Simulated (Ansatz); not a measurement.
Ansatz (an electronic-structure program) input:
A basis named .json is the Basis Set Exchange file of that set.

Ansatz 0.2 input:
```yaml
crystal:
  periodic: [false, false, false]
  atoms:
    - {symbol: C, position_ang: [-2.42853961, -0.37007139, -0.07847962]}
    - {symbol: O, position_ang: [-1.14085212, -0.70571311, -0.62323109]}
    - {symbol: Ge, position_ang: [0.30240201, 0.02984386, -0.00812898]}
    - {symbol: F, position_ang: [0.29498296, 1.73823279, -0.17297394]}
    - {symbol: F, position_ang: [0.54393029, -0.28454035, 1.66179565]}
    - {symbol: F, position_ang: [1.64044743, -0.58614406, -0.86878564]}
    - {symbol: H, position_ang: [-3.15667792, -0.96058135, -0.63070133]}
    - {symbol: H, position_ang: [-2.64921986, 0.69028910, -0.21359188]}
    - {symbol: H, position_ang: [-2.48715796, -0.62651340, 0.98082243]}
basis:
  gaussian:
    orbitals: aug-cc-pVQZ
    fitting: {mean_field: def2-universal-jkfit, correlation: aug-cc-pVQZ-RIFIT.json}
magnetization: {spin_polarized: true, initial_magnetization: 2}
correlation: {method: mp2, electrons: outside_noble_gas}
```

**Question.** What final total energy does it print?

**Answer.** -2489.68464 Eh (RI-MP2/aug-cc-pVQZ). The basis has 631 functions.

This state (charge 0, triplet) is run at the relaxed geometry of the species with charge 0 and multiplicity 1, and is a spin state other than that species' own.
